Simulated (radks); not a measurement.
Excited configurations of neutral palladium: one electron is placed in a higher orbital outside [Kr] 4d9. The ground configuration is [Kr] 4d10. Calculated with a radial shooting solver on a logarithmic mesh with Libxc functionals: non-relativistic Kohn-Sham, SCAN, spin-unpolarised, spherical densities, point nucleus; meta-GGA in the generalised Kohn-Sham scheme; relativity is left out, which matters for an element this heavy. Excitation = E - E(ground); binding = E(ion) - E, where the ion is the core of charge +1; n* = 1/sqrt(2 binding) in atomic units, and the quantum defect is n - n*.

[
 {"outer orbital": "4f", "excitation (eV)": "8.482", "binding (eV)": "0.836", "eigenvalue (eV)": "-0.388", "<r> (bohr)": "18.52"},
 {"outer orbital": "5s", "excitation (eV)": "2.478", "binding (eV)": "6.840", "eigenvalue (eV)": "-3.949", "<r> (bohr)": "3.379"},
 {"outer orbital": "6s", "excitation (eV)": "7.013", "binding (eV)": "2.305", "eigenvalue (eV)": "-1.367", "<r> (bohr)": "9.154"},
 {"outer orbital": "6p", "excitation (eV)": "7.708", "binding (eV)": "1.610", "eigenvalue (eV)": "-0.927", "<r> (bohr)": "12.09"},
 {"outer orbital": "6d", "excitation (eV)": "8.439", "binding (eV)": "0.879", "eigenvalue (eV)": "-0.489", "<r> (bohr)": "21.01"},
 {"outer orbital": "7p", "excitation (eV)": "8.389", "binding (eV)": "0.929", "eigenvalue (eV)": "-0.584", "<r> (bohr)": "22.05"},
 {"outer orbital": "7f", "excitation (eV)": "9.013", "binding (eV)": "0.306", "eigenvalue (eV)": "-0.195", "<r> (bohr)": "66.33"}
]

The Delta-SCF ionisation energy is 9.318 eV (NIST Atomic Spectra Database: 8.337 eV, measured). Self-interaction in the functional shifts the binding energies and quantum defects, so they are the method's values and not measured ones. Relativity is left out here, which matters for elements this heavy. Spin polarisation and multiplet splitting are left out, so open shells lie too high by an amount that depends on their filling.

Beside tabulated values, note that spin-unpolarised runs miss the spin-polarisation part of the exchange energy of open shells.
